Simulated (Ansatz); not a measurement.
`N[SiH](Cl)[GeH3]`, charge 0, multiplicity 1.

Q: Give a relaxed structure at PBE0-D4/def2-TZVP (Ansatz). (Best estimate.)

A: The calculation gave: 
```xyz
10

N     0.279   -1.204   -1.307
Si    0.566   -0.599    0.261
Cl   -0.123   -1.820    1.799
Ge   -0.538    1.489    0.502
H     0.824   -1.975   -1.661
H    -0.652   -1.210   -1.691
H     2.035   -0.537    0.446
H    -0.491    1.963    1.961
H     0.111    2.558   -0.393
H    -2.011    1.336    0.084
```
This is one stationary point; other conformers may exist.
